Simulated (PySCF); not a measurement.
An equivalent PySCF input for C⁺ (carbon, charge +1), [He] 2s2 2p1, 2P determinant, with the non-relativistic Hamiltonian (point nucleus):

```python
from pyscf import gto, scf, dft, mp, cc
import basis_set_exchange as bse
mol = gto.M(atom="C 0 0 0", charge=1, spin=1, symmetry="D2h",
            basis=gto.basis.parse(bse.get_basis("aug-cc-pVDZ", elements=["C"], fmt="nwchem")))
mf = scf.UHF(mol)
mf.irrep_nelec = {'Ag': (2, 2), 'B2u': (1, 0)}
mf.kernel()
```

It reaches the same state as the run whose output follows, and the same energy. The run itself started from symmetry-adapted Hartree-Fock orbitals and held the occupation by maximum overlap, so the iterations belong to that start.

```
SCF conv_tol = 1e-09
number electrons alpha = 3  beta = 2
cycle= 1 E= -37.2899349904336  delta_E= -0.00333  |g|= 0.0212  |ddm|= 0.0583
cycle= 2 E= -37.290224186352  delta_E= -0.000289  |g|= 0.00626  |ddm|= 0.0167
cycle= 3 E= -37.2902531057401  delta_E= -2.89e-05  |g|= 0.000146  |ddm|= 0.00714
cycle= 4 E= -37.2902531284914  delta_E= -2.28e-08  |g|= 1.74e-05  |ddm|= 0.000417
cycle= 5 E= -37.2902531288448  delta_E= -3.53e-10  |g|= 4.47e-06  |ddm|= 0.000105
converged SCF energy = -37.2902531288448  <S^2> = 0.75621085  2S+1 = 2.0062012
```
